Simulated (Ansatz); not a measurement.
A made-up structure of B2SiH5F, closed shell:

```xyz
9
angstrom
B -0.2508 1.1357 -1.2709
B 0.8169 0.4578 -0.2207
F 2.1117 0.6577 -0.0216
Si -0.1277 -0.9560 0.9634
H 1.3625 1.4526 -0.0333
H -0.9595 2.0417 -0.9327
H 0.5063 -2.2869 0.7503
H -1.5764 -1.0705 0.6407
H 0.0049 -0.5755 2.3973
```

It is relaxed with PBE-D4/def2-SVP and then PBE0-D4/def2-TZVP (Ansatz 0.2.0). Atoms count as bonded within 1.22 times the sum of their covalent radii (H–H: 0.88 Å). The end point is not checked to be a true minimum.

Does its bonding change? (Judge from chemistry; the calculation decides.)

Computed: Yes. Formed: B1–Si4, B1–H5; broken: B2–Si4, B2–H5, F3–H5.

Where it ends: The first stage lowers the energy by 5.75 eV in 24 steps. It ends as B₂SiH₅F ([F][B][BH2][SiH3]):
```json
{"atom": "B1", "x (Å)": "0.0927", "y (Å)": "0.9757", "z (Å)": "-0.2984"}
{"atom": "B2", "x (Å)": "1.6113", "y (Å)": "0.6399", "z (Å)": "-0.4114"}
{"atom": "F3", "x (Å)": "2.8078", "y (Å)": "0.2400", "z (Å)": "-0.4148"}
{"atom": "Si4", "x (Å)": "-0.3945", "y (Å)": "-0.6363", "z (Å)": "0.8662"}
{"atom": "H5", "x (Å)": "-0.1064", "y (Å)": "1.9704", "z (Å)": "0.3512"}
{"atom": "H6", "x (Å)": "-0.4747", "y (Å)": "0.8470", "z (Å)": "-1.3535"}
{"atom": "H7", "x (Å)": "-0.1008", "y (Å)": "-1.9467", "z (Å)": "0.2158"}
{"atom": "H8", "x (Å)": "-1.8569", "y (Å)": "-0.5835", "z (Å)": "1.1361"}
{"atom": "H9", "x (Å)": "0.3096", "y (Å)": "-0.6498", "z (Å)": "2.1814"}
```

Labels in which every atom is bracketed show which atoms are joined, not bond orders.

For scale, one of the runs: PBE0-D4/def2-TZVP relaxation, 160 basis functions, launched by `ansatz run in.yaml --threads 2 --pin off --events-out ev --progress --plain --max-ram 4352MiB`. The run took about 26 s on 2 CPU threads of an Arm Neoverse V1 (shared host).
